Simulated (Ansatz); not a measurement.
Ansatz (a first-principles code) input for SnF, SMILES [F][Sn+] (connectivity only; charge and spin as stated), charge +1, multiplicity 1, PBE-D3(BJ)/def2-TZVP. 

Ansatz 0.2 input:
```yaml
crystal:
  periodic: [false, false, false]
  atoms:
    - {symbol: Sn, position_ang: [0.00000000, 0.00000000, -0.28580498]}
    - {symbol: F, position_ang: [0.00000000, 0.00000000, 1.58780544]}
basis:
  gaussian:
    orbitals: def2-TZVP
hamiltonian:
  xc: pbe
  dispersion: d3bj
total_charge: 1
relax: {f_tol: 0.002, max_steps: 200}
```

Log of the run:

```
WARN ansatz: RAYON_NUM_THREADS=1 ignored (pool sized by the plan → 1); use --threads N
Functional definition: PBE
integrals: 0.01 GiB planned
544 factors; their error is unknown
mean field: 0.15 GiB planned
mean field evaluation 1: about -8518.5704 eV, gradient 1.2e2 eV
mean field evaluation 2: about -8216.7443 eV, gradient 2.5e2 eV
mean field evaluation 4: about -8538.6506 eV, gradient 3.6e1 eV
mean field evaluation 8: about -8540.4147 eV, gradient 5.4e-1 eV
mean field evaluation 16: about -8540.4130 eV, gradient 6.3e-5 eV
mean field -8540.41303358 eV, -313.8543900841 hartree, gradient 6.0e-5 eV, S^2 0.000000; 0 other end points of the search recorded, 0 dependent functions left out
the calculation of the forces begins
reference -8540.41306160 eV, -313.8543911138 hartree; 15, 15 occupied and 66, 66 virtual orbitals, 544 factors
relax step   1: F+E_penalty+E_count = -8540.42759871 eV  Δ(F+E_penalty+E_count) = +0.000e0 eV  max|allowed force component| = 7.159e-1 eV/Å  Δτ_max = 0.0000 Å  (27 SCF iters, accepted)
these checks for a lower state are left out or cut short: starts, cluster_reference, orbital_swaps, neighbouring_geometries, increment
integrals: 0.01 GiB planned
544 factors; their error is unknown
mean field: 0.15 GiB planned
mean field -8540.42187399 eV, -313.8547149631 hartree, gradient 7.4e-6 eV, S^2 0.000000; 0 other end points of the search recorded, 0 dependent functions left out
the calculation of the forces begins
reference -8540.42190221 eV, -313.8547160004 hartree; 15, 15 occupied and 66, 66 virtual orbitals, 544 factors
relax step   2: F+E_penalty+E_count = -8540.43643066 eV  Δ(F+E_penalty+E_count) = -8.832e-3 eV  max|allowed force component| = 1.169e-1 eV/Å  Δτ_max = 0.0107 Å  (29 SCF iters, accepted)
these checks for a lower state are left out or cut short: starts, cluster_reference, orbital_swaps, neighbouring_geometries, increment
integrals: 0.01 GiB planned
544 factors; their error is unknown
mean field: 0.15 GiB planned
mean field evaluation 32: about -8540.4221 eV, gradient 7.6e-6 eV
mean field -8540.42213679 eV, -313.8547246209 hartree, gradient 7.5e-6 eV, S^2 0.000000; 0 other end points of the search recorded, 0 dependent functions left out
the calculation of the forces begins
reference -8540.42216506 eV, -313.8547256598 hartree; 15, 15 occupied and 66, 66 virtual orbitals, 544 factors
relax step   3: F+E_penalty+E_count = -8540.43669170 eV  Δ(F+E_penalty+E_count) = -2.610e-4 eV  max|allowed force component| = 2.898e-3 eV/Å  Δτ_max = 0.0022 Å  (29 SCF iters, accepted)
these checks for a lower state are left out or cut short: starts, cluster_reference, orbital_swaps, neighbouring_geometries, increment
integrals: 0.01 GiB planned
544 factors; their error is unknown
mean field: 0.15 GiB planned
mean field -8540.42213699 eV, -313.8547246284 hartree, gradient 4.4e-6 eV, S^2 0.000000; 0 other end points of the search recorded, 0 dependent functions left out
the calculation of the forces begins
reference -8540.42216526 eV, -313.8547256673 hartree; 15, 15 occupied and 66, 66 virtual orbitals, 544 factors
relax step   4: F+E_penalty+E_count = -8540.43669184 eV  Δ(F+E_penalty+E_count) = -1.415e-7 eV  max|allowed force component| = 1.047e-3 eV/Å  Δτ_max = 0.0001 Å  (19 SCF iters, accepted)
integrals: 0.01 GiB planned
544 factors; their error is unknown
mean field: 0.15 GiB planned
mean field -8540.42213699 eV, -313.8547246284 hartree, gradient 6.7e-6 eV, S^2 0.000000; 1 other end points of the search recorded, 0 dependent functions left out
the calculation of the forces begins
reference -8540.42216526 eV, -313.8547256673 hartree; 15, 15 occupied and 66, 66 virtual orbitals, 544 factors
Total energy: -8540.43672011 eV, -313.8552605481 hartree
Atom 0 at    -0.000000     0.000000    -0.298813 Å, force    -0.000000     0.000000     0.001047 eV/Å
Atom 1 at     0.000000    -0.000000     1.600814 Å, force     0.000000    -0.000000    -0.001047 eV/Å
Dipole moment:     0.000000     0.000000    -0.698682 e Å
```

Self-consistency was reached.

Cost: very roughly 3 core-seconds.
